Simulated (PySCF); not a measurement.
**Calculated properties of `C/C=C(/C)CC#N`**

Compound: C6H9N.
Numbering: `[CH3:1]/[CH:2]=[C:3](/[CH3:4])[CH2:5][C:6]#[N:7]` (hydrogens: H8, H9, H10 on C1; H11 on C2; H12, H13, H14 on C4; H15, H16 on C5)

Some functional groups and rings: nitrile and C=C double bond.

**GFN2-xTB geometry**

```
Point group of the GFN2-xTB geometry                  : C1
Rotational constants A, B, C of the GFN2-xTB geometry : 3.123, 2.270, 1.528 GHz
```

**CAM-B3LYP/def2-SVPD ground state and vertical TDDFT (core frozen in the response) (PySCF)**

```
Dipole moment                                                     : 3.97 D
HOMO energy                                                       : -8.63 eV
LUMO energy                                                       : 0.99 eV
HOMO–LUMO gap                                                     : 9.62 eV
Lowest singlet excitation                                         : 6.74 eV (184 nm, f = 0.043)
Strongest line among the 8 lowest singlet transitions             : S2 at 6.92 eV (179 nm, f = 0.285)
Lowest triplet excitation (Tamm–Dancoff)                          : 4.21 eV
Static isotropic polarisability                                   : 74.2 au
Electronic spatial extent ⟨r²⟩ about the centre of nuclear charge : 846 bohr²
```

Monoisotopic mass (most abundant isotopes): 95.0735 u.

The vertical singlet–triplet gap S1 − T1 is 2.53 eV (TDDFT singlet less Tamm–Dancoff triplet; S1: HOMO→LUMO, weight 0.86; T1: HOMO→LUMO+1, weight 0.58, beside HOMO→LUMO, weight 0.31). No computed singlet falls in the visible range (750 to 380 nm, 1.65 to 3.26 eV); S1 lies 3.48 eV above its blue end. With B = h/(8π²I), that is 505.379 GHz u Å² over I, the principal moments of inertia are 161.8, 222.6 and 330.7 u Å² (most abundant isotopes). The rotational constants make it an asymmetric top with κ = (2B − A − C)/(A − C) = -0.07, midway between the prolate (−1) and oblate (+1) limits. The 8 singlets span 6.74 to 8.08 eV, and their oscillator strengths add up to 0.39.

The structure is a single GFN2-xTB conformer in the gas phase; no vibrational or solvent corrections.

The values belong to the conformer `[CH3:1]/[CH:2]=[C:3](/[CH3:4])[CH2:5][C:6]#[N:7]`: C2–C3–C5–C6 78°.
